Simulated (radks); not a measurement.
Spherical quantum dot in the effective-mass picture: electrons in a parabolic well V = omega^2 r^2 / 2 with omega = 0.0662, with a point charge +1 (a donor) at the centre, all in effective atomic units (hartree* = m*/eps^2 hartree, bohr* = eps/m* bohr), one dielectric constant everywhere. Method: non-relativistic Kohn-Sham, PBE, spin-polarised, spherical densities; computed with a radial shooting solver with Libxc functionals. Levels are named by radial order and angular momentum (1s, 1p, 1d, 2s, ...), and open shells are averaged over m. Results are scaled to m* = 0.175 and eps = 12.7, for which hartree* = 29.52 meV and bohr* = 3.84 nm.

N = 19, configuration 1s2 1p6 1d(up 5, down 4) 2s2. This is the lowest configuration that the search found (a dilute case). Occupied levels:

level    occupation  eigenvalue (meV)  <r> (nm)
1s down           1            46.245     12.99
1s up             1            46.248     13.34
2s up             1            46.959     41.62
2s down           1            47.005     41.60
1p up             3            47.093     45.97
1p down           3            47.144     45.60
1d up             5            47.559     48.58
1d down           4            47.618     48.35

Energy (meV): total 487.692, kinetic 32.464, external 89.292, Hartree 428.03, exchange-correlation -62.097.
